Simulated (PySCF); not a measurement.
# Structure from 2D NMR

Compound of formula C₅H₁₄OSi. Correlations simulated from computed shifts and the bond graph:

HSQC (one-bond C–H):
| δH | δC |
| --- | --- |
| 3.58 | 60.9 |
| 1.25 | 21.2 |
| 0.07 | -1.6 |

COSY cross peaks (H two or three bonds apart, from the bond graph; peaks can be absent where the dihedral angle is near 90°):
| δH | δH |
| --- | --- |
| 3.58 | 1.25 |

HMBC (two and three bonds, from the bond graph):
| δH | δC |
| --- | --- |
| 3.58 | 21.2 |
| 1.25 | 60.9 |
| 0.07 | -1.6 |

- shielding tensors at B3LYP/pcSseg-1 (GIAO)
- geometry: PBE0-D3(BJ)/def2-SVP
- code: PySCF
- a single conformation, no solvent, non-relativistic Hamiltonian, rapidly exchanging positions averaged

Referencing at the same level of theory: TMS for ¹H (31.38 ppm), ¹³C (179.24 ppm).

Exchangeable hydrogens are left out of these lists.

Q: Work out the connectivity.

A: `InChI=1S/C5H14OSi/c1-5-6-7(2,3)4/h5H2,1-4H3`.

Numbering as in the mapped SMILES `[CH3:1][CH2:2][O:3][Si:4]([CH3:5])([CH3:6])[CH3:7]`. Hydrogens are named by the atom that carries them.

- δC 60.9 is C2, an sp3 CH2 bonded to O (δH 3.58).
- δC 21.2 is C1, a methyl carbon (δH 1.25).
- δC -1.6 is C5/C6/C7, a methyl carbon bonded to Si (δH 0.07).
- COSY links 3.58–1.25.

The data come from this structure; uniqueness wasn't tested.

Shifts are as computed. Against solution values, carbons near 30 ppm lie about +2 ppm off and those near 130 ppm about +6 ppm. Of 1211 compounds with measured shifts, 218 miss one by over three times the rms of a fit or turn the order of signals round; such compounds aren't used in these exercises.
